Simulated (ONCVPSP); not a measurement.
# tellurium, ONCV: configuration errors across variants

| Property | Result |
| --- | --- |
| Element | tellurium |
| Generator | ONCVPSP 4.0.1 |
| Type | optimised norm-conserving Vanderbilt (ONCV) |
| Functional | PBE |
| Relativity | scalar-relativistic |
| Frozen core | [Ar] 3d10 |
| Valence charge | 24 |
| Reference configuration | 4s2 4p6 4d10 5s2 5p3 (charge +1) |
| Partial waves | 4s+5s: rc 1.45 bohr, ncon 5, nbas 9, qcut 9.4 1/bohr, 2 projectors; 4p+5p: rc 1.40 bohr, ncon 4, nbas 9, qcut 9 1/bohr, 2 projectors; 4d: rc 0.90 bohr, ncon 3, nbas 6, qcut 10.1 1/bohr, 2 projectors, debl 2.3 Ha |
| Local potential | polynomial inside 0.60 bohr (lpopt 5, dvloc0 0 Ha) |
| Core correction | Teter function, fcfact 5.25, rcfact 1.4 |

All-electron excitation energies from the reference (eV): (1) 4s2 4p6 4d10 5s2 5p4 -9.729; (2) 4s2 4p6 4d10 5s2 5p2 17.925; (3) 4s2 4p6 4d10 5s2 5p1 44.823; (4) 4s2 4p6 4d10 5s1 5p5 -0.474.

1 further variants failed, have other tests or another functional or relativity, and are left out.

A true bound ghost makes a file unfit for plane-wave use even where its test errors are small: the radial tests pick states by their node count and pass the ghost by.

Errors AE − PS in meV (a dash: test not solved or not reliable):

```csv
change,(1),(2),(3),(4),bound ghosts,GHOST(+) flags above zero
base,+2.2,-4.3,-11,+0.7,s,p
"core correction Teter function, fcfact 5.25, rcfact 0.96",+2.2,-4.3,-11,+0.7,s,p
s: qcut 5.9,+2.2,-4.3,-11,-1.1,s,p
"core correction Teter function, fcfact 7, rcfact 1.4",+2.2,-4.3,-12,+0.7,s,p
s: qcut 6.9; p: qcut 6.6; d: qcut 7.4,+2.2,-4.3,-11,-1.0,s,"p, d"
```

Task: Give the same row for: local potential polynomial inside 0.60 bohr (lpopt 5, dvloc0 1 Ha).

Result: +2.2, -4.3, -12, +0.6; bound ghosts: s; GHOST(+) flags above zero: p.
